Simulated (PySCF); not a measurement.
Cartesian coordinates (Å):
```xyz
5

O      1.4471    -0.2703     0.6108
Al     0.0250    -0.9859     0.0128
O     -1.4360    -0.1669    -0.2814
H      1.5615     0.6549     0.8377
H     -1.5977     0.7682    -0.1399
```
Charge 0, spin multiplicity 2.

Estimate the dipole moment, highest occupied spin orbital and total energy that r2SCAN-D4/def2-TZVP in PySCF 2.14.0 returns for this input.


```json
{
  "dipole_moment": "0.408 e·Å",
  "highest_occupied_spin_orbital": "-5.35 eV",
  "total_energy": "-394.1287 Ha"
}
```
